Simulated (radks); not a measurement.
Values are calculated unless marked as measured or tabulated.
Problem. The mean radii <r> (bohr) of the occupied orbitals of an atom or ion are listed with their occupations. Level of theory: scalar-relativistic Kohn-Sham, LDA (Slater exchange, VWN5 correlation), spin-unpolarised, spherical densities, finite nucleus; Fermi nuclear charge, rms radius of each element as measured or else 0.836 A^(1/3) + 0.57 fm (a radial shooting solver on a logarithmic mesh with Libxc functionals).

| orbital | occ. | <r> |
|---|---|---|
| 1s | 2 | 0.01688 |
| 2s | 2 | 0.07118 |
| 2p | 6 | 0.06426 |
| 3s | 2 | 0.1840 |
| 3p | 6 | 0.1852 |
| 3d | 10 | 0.1677 |
| 4s | 2 | 0.4074 |
| 4p | 6 | 0.4338 |
| 4d | 10 | 0.4586 |
| 5s | 2 | 0.9229 |
| 4f | 14 | 0.4982 |
| 5p | 6 | 1.061 |
| 5d | 8 | 1.435 |

Name the element and its charge.

Solution. Z = 79, gold, charge +3: Au3+ in [Xe] 4f14 5d8. The 1s radius gives Z: for a bare nucleus <r> = (2 gamma + 1)/(2Z) with gamma = sqrt(1 - (Z/c)^2), 0.01667 bohr for Z = 79, and screening makes it slightly larger (0.01688 here). The occupations add up to 76, and the charge is Z minus that.
